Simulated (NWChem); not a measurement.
System: BiH₃TeO₂; SMILES [Bi]([TeH])([OH])[OH]

Here is an NWChem input.

```
start job
memory heap 200 mb stack 900 mb global 1100 mb
geometry units angstroms noautoz
  Bi    -0.057515     0.974504    -0.246858
  O      0.998233     1.336895     1.521429
  H      1.096974     0.511064     2.015439
  O     -1.960960     1.227102     0.574780
  H     -1.888329     1.215266     1.539414
  Te    -0.080945    -1.900764    -0.036554
  H      1.442069    -1.968573    -0.713728
end
basis spherical
  * library def2-svp
end
ecp
  Te library def2-ecp
  Bi library def2-ecp
end
dft
  xc b3lyp
  iterations 150
  mulliken
end
task dft energy
```

Structure relaxed at the PBE0/def2-SVP level. B3LYP is NWChem's, with the RPA form of VWN correlation. def2 effective core potentials on Te, Bi; no spin-orbit coupling.

**Question.** Give the results of this calculation. (B3LYP/def2-SVP with def2 effective core potentials on Te, Bi.) Quantities: energy (Ha); highest occupied level (eV); orbital gap (eV); dipole (D).

**Answer.** 
```json
{
 "energy (Ha)": "-634.98",
 "highest occupied level (eV)": "-6.23",
 "orbital gap (eV)": "4.45",
 "dipole (D)": "1.55"
}
```
